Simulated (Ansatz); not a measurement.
Species: CH4OSi2, SMILES `C1=[SiH][SiH2]O1` (charge 0, multiplicity 1), formula CH4OSi2.

### Question
How many basis functions does Ansatz (a program for electronic structure) with frozen-core CCSD(T)/cc-pVTZ // B3LYP-D3(BJ)/def2-TZVP use, how many core orbitals are frozen, and how many electrons are correlated?

### Answer
184 basis functions and 12 frozen orbitals, which leaves 22 correlated electrons. Core time is of the order of seconds.
